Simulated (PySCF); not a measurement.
**Pb²⁺: excitation energy**

Pb²⁺ [Xe] 4f14 5d10 6s2 (1S) → Pb²⁺ [Xe] 4f14 5d10 6s1 6d1 (3D), as a difference of total energies. All numbers are calculated (PySCF 2.14, scalar relativity through the core potential, in aug-cc-pwCVDZ-PP with ECP60MDF). Correlated levels: valence: 5s2 5p6 5d10 frozen. The calculations carry no spin-orbit coupling.

```tsv
method	excitation energy (eV)
UHF	17.979
MP2 (valence)	18.478
SCS-MP2 (valence)	18.613
CCSD (valence)	18.651
```

**Question.** How much does correlation contribute at MP2 (valence)?

**Answer.** 18.478 − (17.979) = 0.499 eV, measured against UHF.

The promoted electron is Rydberg-like, and one or two diffuse shells describe it only roughly, which tends to raise the upper state.

With two correlated electrons CCSD is exact in that space.
